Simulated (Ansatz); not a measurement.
Two isomers of C2H6BrFSi: A = `FCC([SiH3])Br`, B = `CC[SiH](F)Br`.

Isolated molecules relaxed with PBE0-D4/def2-TZVP in Ansatz; ΔE leaves out vibrations. CCSD(T)/CBS is the MP2 limit (def2-TZVPP, def2-QZVPP) plus CCSD(T) − MP2 in def2-TZVPP, frozen cores. Functionals use def2-TZVPP. B3LYP here is the variant with VWN-RPA as its local correlation; programs differ in this. For Br outer-core shells are correlated without core-valence functions, which leaves a few kJ/mol of doubt a bond. Scalar relativity is left out up to krypton. Each species was taken in one conformer, which may not be the lowest.

Q: Which isomer does CCSD(T)/CBS put lower? Give the gap. (Best estimate.)

A: The calculation gave: B, by 90.3 kcal/mol.

Q: Give E(B) − E(A) in kcal/mol with HF/def2-TZVPP, r2SCAN-D4, PBE0-D4, MP2/def2-TZVPP, B3LYP-D4, PBE-D4, CCSD/def2-TZVPP. (An estimate is asked.)

A: Ansatz gave: HF/def2-TZVPP -91.6, r2SCAN-D4 -90.5, PBE0-D4 -88.7, MP2/def2-TZVPP -91.6, B3LYP-D4 -88.3, PBE-D4 -86.0, CCSD/def2-TZVPP -89.1. None reverses the order clearly.

Largest T1 diagnostic: 0.010.

From PBE to PBE0 (25 % exact exchange), in def2-TZVPP and without D4, E(B) − E(A) moves by −2.6 kcal/mol.
